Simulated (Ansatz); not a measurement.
CH₅FNNbS (`[CH3][Nb]([NH2])([F])=[S]`) at its PBE0-D4/def2-TZVP geometry, where that method's forces vanish. Charge 0, multiplicity 1. Nb takes the def2 core potential.

| atom | x (Å) | y (Å) | z (Å) |
| --- | --- | --- | --- |
| C1 | -0.5426 | -0.1862 | -1.4444 |
| Nb2 | 0.3213 | 0.6969 | 0.3021 |
| N3 | 0.4332 | -0.7411 | 1.6065 |
| F4 | 1.9606 | 1.4403 | -0.2055 |
| S5 | -1.1386 | 2.0917 | 1.0079 |
| H6 | -1.5271 | -0.6148 | -1.2463 |
| H7 | 0.1208 | -0.9748 | -1.8190 |
| H8 | -0.6496 | 0.5833 | -2.2167 |
| H9 | -0.1301 | -0.8415 | 2.4384 |
| H10 | 1.1520 | -1.4539 | 1.5770 |

(1) For each bond, give half the difference of the two atoms' forces along it (eV/Å; positive pushes the atoms apart) under PBE-D4, r2SCAN-D4, B3LYP-D4, ωB97M-V in def2-TZVPP. (Best estimate.)

Results:

(1) Ansatz gave: 
```csv
bond,length (Å),PBE-D4,r2SCAN-D4,B3LYP-D4,ωB97M-V
C1–Nb2,2.139,-0.10,-0.03,0.12,0.09
C1–H6,1.092,0.10,-0.02,-0.08,-0.05
C1–H7,1.096,0.10,-0.03,-0.07,-0.06
C1–H8,1.095,0.12,-0.02,-0.07,-0.07
Nb2–N3,1.945,-0.01,0.09,0.15,0.06
Nb2–F4,1.870,0.17,0.01,0.16,0.10
Nb2–S5,2.139,0.45,0.32,0.26,-0.28
N3–H9,1.010,0.16,-0.03,-0.09,-0.02
N3–H10,1.013,0.19,-0.03,-0.08,-0.04
```

B3LYP here is the variant with VWN-RPA as its local correlation; programs differ in this.
